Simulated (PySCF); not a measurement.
**Telling isomers of C$_{6}$H$_{13}$P apart by NMR**

- structure optimised with GFN2-xTB
- σ from GIAO-PBE0/pcSseg-1
- run in PySCF 2.14
- rapidly exchanging positions averaged, non-relativistic, one conformer, no solvent

δ = σ(ref) − σ, references computed at the same level: ¹H (σ = 31.72 ppm) and ¹³C (σ = 186.93 ppm) vs TMS. Splittings of carbon signals by F and P are missing where no couplings were computed. Where no couplings were computed, multiplicities follow the n + 1 count of equivalent neighbours, and m marks all less simple cases (inequivalent or close neighbours, rings, F or P nearby). Shifts are as computed. Against solution values, carbons near 30 ppm lie about +3 ppm off and those near 130 ppm about +5 ppm. Of 1211 compounds with measured shifts, 218 miss one by over three times the rms of a fit or turn the order of signals round; such compounds aren't used in these exercises.

(1) Tabulate the signals of `CP1CCCCC1`, `C=CP(C)(C)=CC` and their relative energies.

(2) What is the quickest way to tell CP1CCCCC1 from C=CP(C)(C)=CC?

Answers

(1) 
```json
{"SMILES": "CP1CCCCC1", "carbon types": "5×CH2 1×CH3", "δC": "35.3, 32.6, 28.7, 18.9", "δH": "1.73 (m, 4H), 1.43 (m, 4H), 1.41 (m, 2H), 1.02 (m, 3H)", "E rel. (kcal/mol)": "0.0"}
{"SMILES": "C=CP(C)(C)=CC", "carbon types": "2×CH 1×CH2 3×CH3", "δC": "151.0, 128.4, 35.4, 15.0, 13.6", "δH": "6.57 (m, 1H), 5.91 (m, 1H), 5.72 (m, 1H), 1.72 (m, 3H), 1.48 (m, 6H), 1.03 (m, 1H)", "E rel. (kcal/mol)": "62.5"}
```

Energies are electronic energies at PBE0/pcSseg-1 on these geometries, without zero-point or thermal terms, each for the one conformer computed, which needn't be the lowest.

(2) Count the carbon signals: 4 against 5. The first has an sp3 CH2 bonded to P at 35.3 ppm, the second an alkene CH at 151.0 ppm. In the proton spectra the most deshielded non-exchanging signals are 1.73 (m, 4H) and 6.57 (m, 1H).
